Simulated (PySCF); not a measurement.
CH₆BOP (SMILES CB(O)P), singlet, at a GFN2-xTB geometry, atoms displaced at random by about 0.08 Å a coordinate; PySCF with PBE0/6-31G, gradient.

Input for PySCF:
```python
from pyscf import gto, scf, dft

mol = gto.M(
    atom='''
B     0.205199   -0.381069    0.229754
C     1.782319   -0.828545   -0.254537
H     2.328508   -1.449839    0.456680
H     2.133547    0.137277   -0.740228
H     1.460387   -1.439718   -1.138224
O    -0.350199   -0.847065    1.451710
H     0.177071   -1.444276    1.892187
P    -0.788806    0.955546   -0.517336
H    -2.132333    0.402670   -0.389194
H    -0.741805    0.480816   -1.879801
''',
    basis='6-31g',
    charge=0,
    spin=0,
    verbose=4,
)

mf = dft.RKS(mol)
mf.xc = 'pbe0'
mf.grids.level = 5
mf.kernel()
g = mf.nuc_grad_method()
g.grid_response = False
grad = g.kernel()
```

Output, abridged:

```
PySCF version 2.14.0

[INPUT] verbose = 4
[INPUT] num. atoms = 10
[INPUT] num. electrons = 40
[INPUT] charge = 0
[INPUT] spin (= nelec alpha-beta = 2S) = 0
[INPUT] symmetry False subgroup None
[INPUT] Mole.unit = angstrom
[INPUT] Symbol           X                Y                Z      unit          X                Y                Z       unit  Magmom
[INPUT]  1 B      0.205199000000  -0.381069000000   0.229754000000 AA    0.387769911035  -0.720116044562   0.434172136023 Bohr   0.0
[INPUT]  2 C      1.782319000000  -0.828545000000  -0.254537000000 AA    3.368094776609  -1.565723131878  -0.481005218568 Bohr   0.0
[INPUT]  3 H      2.328508000000  -1.449839000000   0.456680000000 AA    4.400242398859  -2.739798634713   0.863000126566 Bohr   0.0
[INPUT]  4 H      2.133547000000   0.137277000000  -0.740228000000 AA    4.031819503887   0.259415933202  -1.398828189735 Bohr   0.0
[INPUT]  5 H      1.460387000000  -1.439718000000  -1.138224000000 AA    2.759731465875  -2.720672716607  -2.150931628407 Bohr   0.0
[INPUT]  6 O     -0.350199000000  -0.847065000000   1.451710000000 AA   -0.661780199097  -1.600720859705   2.743334312292 Bohr   0.0
[INPUT]  7 H      0.177071000000  -1.444276000000   1.892187000000 AA    0.334615694603  -2.729286088282   3.575715206462 Bohr   0.0
[INPUT]  8 P     -0.788806000000   0.955546000000  -0.517336000000 AA   -1.490627305414   1.805720239424  -0.977623354378 Bohr   0.0
[INPUT]  9 H     -2.132333000000   0.402670000000  -0.389194000000 AA   -4.029525376372   0.760936018579  -0.735470069324 Bohr   0.0
[INPUT] 10 H     -0.741805000000   0.480816000000  -1.879801000000 AA   -1.401808287833   0.908610556309  -3.552309058684 Bohr   0.0

nuclear repulsion = 146.430879596042
number of shells = 34
number of NR pGTOs = 136
number of NR cGTOs = 52
basis = 6-31g
ecp = {}

******** <class 'pyscf.dft.rks.RKS'> ********
method = RKS
initial guess = minao
damping factor = 0
level_shift factor = 0
DIIS = <class 'pyscf.scf.diis.CDIIS'>
diis_start_cycle = 1
diis_space = 8
diis_damp = 0
SCF conv_tol = 1e-09
SCF conv_tol_grad = None
SCF max_cycles = 50
direct_scf = True
direct_scf_tol = 1e-13
XC library pyscf.dft.libxc version 7.1.2
    S. Lehtola, C. Steigemann, M. J. T. Oliveira, and M. A. L. Marques,  SoftwareX 7, 1–5 (2018)
XC functionals = pbe0
    C. Adamo and V. Barone,  J. Chem. Phys. 110, 6158 (1999)
    M. Ernzerhof and G. E. Scuseria,  J. Chem. Phys. 110, 5029 (1999)
radial grids:
    Treutler-Ahlrichs [JCP 102, 346 (1995); DOI:10.1063/1.469408] (M4) radial grids

becke partition: Becke, JCP 88, 2547 (1988); DOI:10.1063/1.454033
pruning grids: <function nwchem_prune>
grids dens level: 5
symmetrized grids: False
atomic radii adjust function: <function treutler_atomic_radii_adjust>
small_rho_cutoff = 0
Set gradient conv threshold to 3.16228e-05
Initial guess from minao.
tot grids = 313944
init E= -482.92921671663
  HOMO = -0.295998269401339  LUMO = -0.0634757012453564  gap/eV = 6.32726
cycle= 1 E= -482.679331462135  delta_E= 0.25  |g|= 0.657  |ddm|= 2.73
  HOMO = -0.190575418242758  LUMO = 0.0305295877062173  gap/eV = 6.01657
cycle= 2 E= -482.537668934813  delta_E= 0.142  |g|= 1.07  |ddm|= 1.43
  HOMO = -0.252143551073619  LUMO = 0.00302757618243654  gap/eV = 6.94356
cycle= 3 E= -482.769092638746  delta_E= -0.231  |g|= 0.107  |ddm|= 0.943
  HOMO = -0.265634999965635  LUMO = -0.00549439306776156  gap/eV = 7.07879
cycle= 4 E= -482.772082639347  delta_E= -0.00299  |g|= 0.0308  |ddm|= 0.142
  HOMO = -0.265163729537113  LUMO = -0.00408871637065888  gap/eV = 7.10421
cycle= 5 E= -482.772331610762  delta_E= -0.000249  |g|= 0.00674  |ddm|= 0.0334
  HOMO = -0.263869377230935  LUMO = -0.00296708976372306  gap/eV = 7.09951
cycle= 6 E= -482.772346524556  delta_E= -1.49e-05  |g|= 0.00128  |ddm|= 0.0105
  HOMO = -0.264030872348058  LUMO = -0.00314006386305654  gap/eV = 7.09920
cycle= 7 E= -482.772347115544  delta_E= -5.91e-07  |g|= 0.000106  |ddm|= 0.00246
  HOMO = -0.264037612637466  LUMO = -0.0031527449970532  gap/eV = 7.09904
cycle= 8 E= -482.772347120643  delta_E= -5.1e-09  |g|= 2.85e-05  |ddm|= 0.000286
  HOMO = -0.264040585928894  LUMO = -0.00314948841858609  gap/eV = 7.09921
cycle= 9 E= -482.772347120917  delta_E= -2.74e-10  |g|= 1.07e-05  |ddm|= 6.85e-05
  HOMO = -0.264038866614848  LUMO = -0.00315173195462592  gap/eV = 7.09910
Extra cycle  E= -482.77234712091  delta_E= 6.37e-12  |g|= 1.25e-05  |ddm|= 3.46e-05
converged SCF energy = -482.77234712091

******** <class 'pyscf.grad.rks.Gradients'> for <class 'pyscf.dft.rks.RKS'> ********
unit = Eh/Bohr
grid_response = False
--------------- RKS gradients ---------------
         x                y                z
0 B    -0.0522014609     0.0420461886    -0.0498168283
1 C     0.0800729900    -0.0257319220     0.0276321833
2 H    -0.0092417225    -0.0121829556     0.0026363995
3 H    -0.0139314227     0.0253820676    -0.0210438931
4 H    -0.0142877690     0.0016213074    -0.0067930765
5 O     0.0275320888    -0.0470814078     0.0588688293
6 H    -0.0400239412     0.0481597537    -0.0406725064
7 P     0.0343977784    -0.0203986945     0.0329525996
8 H    -0.0053864551    -0.0047951962    -0.0087896056
9 H    -0.0069328286    -0.0070172251     0.0050269771
----------------------------------------------
```
